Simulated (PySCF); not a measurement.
Run record: geometry optimisation, W(NMe2)F5 (`C[N](C)[W]([F])([F])([F])([F])[F]`).

Method: PBE0-D3(BJ)/def2-SVP geometry optimisation, gas phase, def2 core potentials past Kr (PySCF 2.14.0). Start geometry: GFN2-xTB. The input is one job of a driver script: a line of settings, then coordinates in Å.

Input:
```
{"job": {"xc": "PBE0", "basis": "def2-SVP", "d3": "d3bj", "grid": 1, "maxiter": 30, "shake": 0.03, "kind": "geom"}, "charge": 0, "multiplicity": 1}
W      0.059470    -0.067750    -1.501110
N     -0.013460    -0.017820     0.390760
C      0.786990     0.862350     1.186240
C     -0.741330    -0.879620     1.192110
H      0.227800     1.494280     1.827040
H      1.437900     1.513380     0.528560
H      1.548190     0.275790     1.853960
H     -1.397740    -1.491190     0.504330
H     -0.236000    -1.523160     1.900010
H     -1.519960    -0.311970     1.880170
F     -0.040440     0.017280    -3.335020
F      1.888570     0.029730    -1.585070
F     -1.960430     0.027260    -1.621180
F     -0.076530     1.890470    -1.564490
F      0.004190    -1.895140    -1.612300
```

Output:
```
step   0  E = -699.96969163  max force = 0.098311
step   1  E = -700.00490258  max force = 0.028841
step   2  E = -699.99527009  max force = 0.032735
step   3  E = -700.00568320  max force = 0.019063
step   4  E = -700.00537394  max force = 0.014794
step   5  E = -700.00986744  max force = 0.008890
step   6  E = -700.00883509  max force = 0.007355
step   7  E = -700.01063408  max force = 0.002313
step   8  E = -700.01092765  max force = 0.001037
step   9  E = -700.01094540  max force = 0.000921
step  10  E = -700.01095532  max force = 0.000347
optimisation converged
```

Energies in Eh; «max force» is the largest Cartesian gradient component in Eh/bohr.

**Question.** How much energy does the optimisation release, in eV?

**Answer.** E(step 0) − E(last step) = 0.041264 Eh, which is 1.123 eV.

**Question.** At which steps does the energy rise by more than 1e-5 Eh?

**Answer.** At steps 2 (+9.63 mEh), 4 (+0.31 mEh) and 6 (+1.03 mEh).

In short: final energy -700.01096 Eh after 10 steps; dipole 5.56 D.

**Question.** Give the final coordinates.

**Answer.** 0.077 Å rms from the input after alignment:
```
atom  x, y, z in Å
W1    -0.0027    0.0043   -1.5310
N2    -0.0068   -0.0047    0.3996
C3     0.8264    0.8772    1.1906
C4    -0.8284   -0.8979    1.1884
H5     0.1973    1.4985    1.8509
H6     1.4210    1.5394    0.5505
H7     1.5133    0.2848    1.8194
H8    -1.4544   -1.5285    0.5463
H9    -0.1907   -1.5506    1.8091
H10   -1.4843   -0.3145    1.8571
F11   -0.0002   -0.0190   -3.4107
F12    1.8563    0.0606   -1.5612
F13   -1.8620   -0.0337   -1.5694
F14    0.0186    1.8626   -1.5536
F15   -0.0361   -1.8548   -1.5421
```

Hardware: Arm Neoverse V2, one thread, no GPU (shared host). Cost: 3.7 min of wall time, 0.74 GiB resident at most.
Labels such as C1 count atoms from 1, the log's own numbers from 0.
